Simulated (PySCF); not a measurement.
PySCF job for C₃H₃ClF₂, SMILES F/C(Cl)=C(\C)F, TDA-PBE/def2-SVPD. Geometry: B3LYP-D3(BJ)/def2-SVP.

```python
import numpy as np
from pyscf import gto, scf, dft, tdscf

mol = gto.M(
    atom='''
    C    -0.37738973   -2.25861710    0.00000000
    C     0.24721809   -0.90929563   -0.00000000
    F     1.58844493   -0.90214376    0.00000000
    C    -0.40395444    0.26078578    0.00000000
    F    -1.73673618    0.30783969   -0.00000000
    Cl    0.36038771    1.80161741   -0.00000000
    H    -0.05772830   -2.82706875   -0.88936199
    H    -0.05772830   -2.82706874    0.88936198
    H    -1.47175673   -2.18186017    0.00000000
    ''',
    basis='def2-SVPD',
    charge=0,
    spin=0,
    symmetry=True,
    max_memory=1600,
    verbose=4,
)
mf = dft.RKS(mol, xc='pbe').density_fit(auxbasis='def2-universal-jkfit')
mf.grids.level = 3
mf.conv_tol = 1e-9
mf.max_cycle = 100
mf.kernel()
mf.grids = dft.Grids(mol).set(level=1).build(with_non0tab=True)  # coarser grid for the response kernel
td = tdscf.TDA(mf)
td.singlet = True
td.nstates = 10
td.conv_tol = 1e-4
td.positive_eig_threshold = 1e-6
td.kernel(x0=td.get_init_guess(mf, 15))
td.analyze()
tt = tdscf.TDA(mf)
tt.singlet = False
tt.nstates = 4
tt.conv_tol = 1e-4
tt.positive_eig_threshold = 1e-6
tt.kernel(x0=tt.get_init_guess(mf, 9))
tt.analyze(verbose=3)
```

Log of the run:

```
PySCF version 2.14.0

[INPUT] verbose = 4
[INPUT] num. atoms = 9
[INPUT] num. electrons = 56
[INPUT] charge = 0
[INPUT] spin (= nelec alpha-beta = 2S) = 0
[INPUT] symmetry True subgroup None
[INPUT] Mole.unit = angstrom
[INPUT] Symbol           X                Y                Z      unit          X                Y                Z       unit  Magmom
[INPUT]  1 C     -0.377389730000  -2.258617100000   0.000000000000 AA   -0.713163231924  -4.268167739259   0.000000000000 Bohr   0.0
[INPUT]  2 C      0.247218090000  -0.909295630000   0.000000000000 AA    0.467174483138  -1.718319706964   0.000000000000 Bohr   0.0
[INPUT]  3 F      1.588444930000  -0.902143760000   0.000000000000 AA    3.001725881654  -1.704804631385   0.000000000000 Bohr   0.0
[INPUT]  4 C     -0.403954440000   0.260785780000   0.000000000000 AA   -0.763363258402   0.492813701381   0.000000000000 Bohr   0.0
[INPUT]  5 F     -1.736736180000   0.307839690000   0.000000000000 AA   -3.281955730823   0.581732704371   0.000000000000 Bohr   0.0
[INPUT]  6 Cl     0.360387710000   1.801617410000   0.000000000000 AA    0.681034070559   3.404563486148   0.000000000000 Bohr   0.0
[INPUT]  7 H     -0.057728300000  -2.827068750000  -0.889361990000 AA   -0.109090676637  -5.342385672816  -1.680650586698 Bohr   0.0
[INPUT]  8 H     -0.057728300000  -2.827068740000   0.889361980000 AA   -0.109090676637  -5.342385653919   1.680650567801 Bohr   0.0
[INPUT]  9 H     -1.471756730000  -2.181860170000   0.000000000000 AA   -2.781217141685  -4.123118163397   0.000000000000 Bohr   0.0

nuclear repulsion = 291.470468167755
point group symmetry = Cs
symmetry origin: [ 3.37451020e-10 -6.74902293e-10 -3.37451095e-10]
symmetry axis x: [ 1.00000000e+00 -2.49703378e-09  1.05240364e-11]
symmetry axis y: [-2.49703378e-09 -1.00000000e+00 -3.13630832e-10]
symmetry axis z: [-1.05240372e-11 -3.13630833e-10  1.00000000e+00]
num. orbitals of irrep A' = 107
num. orbitals of irrep A" = 50
number of shells = 65
number of NR pGTOs = 231
number of NR cGTOs = 157
basis = def2-SVPD
ecp = {}


[settings echo left out]
init E= -775.723917216591
HOMO (A") = -0.247173408134714  LUMO (A") = -0.0472994934382989  gap/eV = 5.43885
cycle= 1 E= -775.040583770274  delta_E= 0.683  |g|= 0.556  |ddm|= 4.96
HOMO (A") = -0.21141203279522  LUMO (A") = -0.042364381454242  gap/eV = 4.60002
cycle= 2 E= -774.878045703087  delta_E= 0.163  |g|= 1.09  |ddm|= 2.26
HOMO (A") = -0.20979062686748  LUMO (A") = -0.0248866572873423  gap/eV = 5.03149
cycle= 3 E= -775.092107688209  delta_E= -0.214  |g|= 0.183  |ddm|= 1.66
HOMO (A") = -0.218376551211162  LUMO (A") = -0.0335242244468152  gap/eV = 5.03009
cycle= 4 E= -775.098813404454  delta_E= -0.00671  |g|= 0.0849  |ddm|= 0.402
HOMO (A") = -0.220293080025961  LUMO (A") = -0.0355297266448962  gap/eV = 5.02767
cycle= 5 E= -775.100363210788  delta_E= -0.00155  |g|= 0.0303  |ddm|= 0.145
HOMO (A") = -0.219258361904114  LUMO (A") = -0.0342077123033606  gap/eV = 5.03548
cycle= 6 E= -775.100563516465  delta_E= -0.0002  |g|= 0.00638  |ddm|= 0.0436
HOMO (A") = -0.218935251214738  LUMO (A") = -0.034036877941928  gap/eV = 5.03134
cycle= 7 E= -775.100573214404  delta_E= -9.7e-06  |g|= 0.002  |ddm|= 0.0142
HOMO (A") = -0.219024148258106  LUMO (A") = -0.0341001399548113  gap/eV = 5.03204
cycle= 8 E= -775.100574035567  delta_E= -8.21e-07  |g|= 0.000668  |ddm|= 0.00414
HOMO (A") = -0.219056512566866  LUMO (A") = -0.034132344389632  gap/eV = 5.03204
cycle= 9 E= -775.100574118871  delta_E= -8.33e-08  |g|= 0.000111  |ddm|= 0.00077
HOMO (A") = -0.21904862091776  LUMO (A") = -0.0341246820578718  gap/eV = 5.03204
cycle= 10 E= -775.10057412173  delta_E= -2.86e-09  |g|= 2.06e-05  |ddm|= 0.000259
HOMO (A") = -0.219047611445654  LUMO (A") = -0.0341232564472249  gap/eV = 5.03205
cycle= 11 E= -775.100574121752  delta_E= -2.21e-11  |g|= 1.85e-05  |ddm|= 6.54e-05
HOMO (A") = -0.219050225207711  LUMO (A") = -0.0341267312766877  gap/eV = 5.03202
Extra cycle  E= -775.100574121523  delta_E= 2.29e-10  |g|= 3.58e-05  |ddm|= 9.06e-05
converged SCF energy = -775.100574121523
tot grids = 39872
Overwritten attributes  positive_eig_threshold  of <class 'pyscf.tdscf.rks.TDA'>


******** <class 'pyscf.tdscf.rks.TDA'> for <class 'pyscf.df.df_jk.DFSymAdaptedRKS'> ********
nstates = 10 singlet
deg_eia_thresh = 1.000e-03
wfnsym = None
conv_tol = 0.0001
eigh lindep = 1e-12
eigh level_shift = 0
eigh max_cycle = 100


Excitation energies (eV)
[5.51629285 5.90039712 6.68446041 6.97191639 7.00430392 7.34512461
 7.56045748 7.64301607 7.77457287 7.94882281]

** Singlet excitation energies and oscillator strengths **
Excited State   1:   A"      5.51629 eV    224.76 nm  f=0.0003
      28 -> 30        0.70372
Excited State   2:   A"      5.90040 eV    210.13 nm  f=0.0015
      28 -> 31       -0.70602
Excited State   3:   A"      6.68446 eV    185.48 nm  f=0.0000
      28 -> 32       -0.69706
Excited State   4:   A"      6.97192 eV    177.83 nm  f=0.0003
      28 -> 33        0.70144
Excited State   5:   A'      7.00430 eV    177.01 nm  f=0.5168
      26 -> 29       -0.20700
      28 -> 29        0.60991
      28 -> 38        0.17844
Excited State   6:   A"      7.34512 eV    168.80 nm  f=0.0002
      27 -> 29       -0.70650
Excited State   7:   A"      7.56046 eV    163.99 nm  f=0.0041
      28 -> 34        0.70087
Excited State   8:   A'      7.64302 eV    162.22 nm  f=0.0021
      28 -> 35       -0.70263
Excited State   9:   A"      7.77457 eV    159.47 nm  f=0.0153
      28 -> 36       -0.69756
Excited State  10:   A'      7.94882 eV    155.98 nm  f=0.0304
      27 -> 30       -0.67201
      27 -> 31       -0.14527

** Transition electric dipole moments (AU) **
state          X           Y           Z        Dip. S.      Osc.
  1        -0.0000      0.0000      0.0476      0.0023      0.0003
  2        -0.0000     -0.0000      0.1032      0.0107      0.0015
  3        -0.0000      0.0000     -0.0031      0.0000      0.0000
  4        -0.0000     -0.0000     -0.0434      0.0019      0.0003
  5        -0.2294      1.7202      0.0000      3.0117      0.5168
  6        -0.0000     -0.0000      0.0364      0.0013      0.0002
  7         0.0000      0.0000     -0.1493      0.0223      0.0041
  8         0.0977     -0.0399      0.0000      0.0111      0.0021
  9        -0.0000      0.0000     -0.2836      0.0804      0.0153
 10        -0.2295      0.3212      0.0000      0.1559      0.0304

** Transition velocity dipole moments (imaginary part, AU) **
state          X           Y           Z        Dip. S.      Osc.
  1        -0.0000     -0.0000     -0.0797      0.0063      0.0209
  2         0.0000      0.0000      0.0416      0.0017      0.0053
  3        -0.0000     -0.0000      0.0155      0.0002      0.0006
  4         0.0000      0.0000      0.0034      0.0000      0.0000
  5         0.0519      0.1900     -0.0000      0.0388      0.1005
  6        -0.0000     -0.0000     -0.0022      0.0000      0.0000
  7         0.0000     -0.0000     -0.0306      0.0009      0.0022
  8         0.0182      0.0218     -0.0000      0.0008      0.0019
  9        -0.0000     -0.0000     -0.0394      0.0016      0.0036
 10        -0.1021      0.0837      0.0000      0.0174      0.0398

** Transition magnetic dipole moments (imaginary part, AU) **
state          X           Y           Z
  1         0.1180     -0.1740      0.0000
  2         0.1252     -0.1566      0.0000
  3        -0.4448     -0.7003     -0.0000
  4         0.5247     -0.3170     -0.0000
  5        -0.0000      0.0000      0.1100
  6         0.0981      0.3188      0.0000
  7        -0.0628      0.1113     -0.0000
  8        -0.0000     -0.0000     -0.0324
  9        -0.0007     -0.2081      0.0000
 10        -0.0000      0.0000     -0.1891


******** <class 'pyscf.tdscf.rks.TDA'> for <class 'pyscf.df.df_jk.DFSymAdaptedRKS'> ********
nstates = 4 triplet
deg_eia_thresh = 1.000e-03
wfnsym = None
conv_tol = 0.0001
eigh lindep = 1e-12
eigh level_shift = 0
eigh max_cycle = 100


Excitation energies (eV)
[4.16787404 5.02466355 5.78393597 6.27405341]

** Triplet excitation energies and oscillator strengths **
Excited State   1:   A'      4.16787 eV    297.48 nm  f=0.0000
Excited State   2:   A"      5.02466 eV    246.75 nm  f=0.0000
Excited State   3:   A"      5.78394 eV    214.36 nm  f=0.0000
Excited State   4:   A"      6.27405 eV    197.61 nm  f=0.0000
```

Self-consistency was reached.
